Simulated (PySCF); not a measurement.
## Worked example: chemical shift, span and skew from a shielding tensor

Si(H)(Me)2(SeH) (C₂H₈SeSi), SMILES C[SiH](C)[SeH]. Atoms are numbered in the order given.

```xyz
12

Si     0.9279     0.4164     0.0000
C      1.7481    -0.2649    -1.5450
C      1.7481    -0.2649     1.5450
Se    -1.3335    -0.0185     0.0000
H      0.9711     1.9106     0.0000
H      1.6677    -1.3636    -1.5811
H      1.2781     0.1392    -2.4546
H      2.8199    -0.0042    -1.5631
H      1.2781     0.1392     2.4546
H      1.6677    -1.3636     1.5811
H      2.8199    -0.0042     1.5631
H     -1.1297    -1.4772     0.0000
```
Charge 0, spin multiplicity 1.

Geometry optimised at r2SCAN-D4/def2-SVP. The values are those of a single conformer.

GIAO shieldings from PBE0/pcSseg-1 (PySCF), non-relativistic, no solvent. The symmetric part of the tensor of Si1 has the principal values 283.0, 369.7, 394.5 ppm. The same nucleus in TMS has σ = 352.7 ppm at this level (PySCF, at its B3LYP-D3(BJ)/def2-TZVP geometry).

Question: Work out the isotropic shielding, the ²⁹Si shift against TMS, the span and the skew.

Answer: 
σ(iso) = (σ11 + σ22 + σ33)/3 = 349.1 ppm. δ = σ(ref) − σ(iso) = 352.7 − (349.1) = 3.6 ppm.
Span Ω = σ33 − σ11 = 111.5 ppm. Skew κ = 3(σ(iso) − σ22)/Ω = -0.56. Tumbling in solution averages the tensor to δ; in a static solid the shielding alone would spread this spin-1/2 line over Ω.
